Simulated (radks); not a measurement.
Charge is removed step by step from the 5s1/2 level of neutral holmium, starting from [Xe] 4f11 6s2. Method: Dirac Kohn-Sham, PBEsol, spin-unpolarised, spherical densities, point nucleus; open shells fill j = l - 1/2 first; computed with a radial shooting solver on a logarithmic mesh with Libxc functionals.

| removed (e) | E - E(0) (eV) | eigenvalue (eV) | E minus straight line (eV) |
|---|---|---|---|
| 0 | 0.000 | -50.300 | 0.000 |
| 0.125 | 6.375 | -51.711 | -0.658 |
| 0.25 | 12.930 | -53.166 | -1.138 |
| 0.375 | 19.668 | -54.659 | -1.432 |
| 0.5 | 26.596 | -56.185 | -1.539 |
| 0.625 | 33.716 | -57.743 | -1.452 |
| 0.75 | 41.033 | -59.328 | -1.169 |
| 0.875 | 48.549 | -60.940 | -0.686 |
| 1 | 56.269 | -62.576 | 0.000 |

Removing the whole electron costs 56.269 eV by Delta-SCF, against 50.300 eV from minus the eigenvalue at the starting occupation. Slater's transition state (half an electron removed) gives 56.185 eV. Integrating minus the eigenvalue over the occupation (Janak's theorem) gives 56.269 eV. The mean slope of the eigenvalue, de/dn, is 12.3 eV per electron.
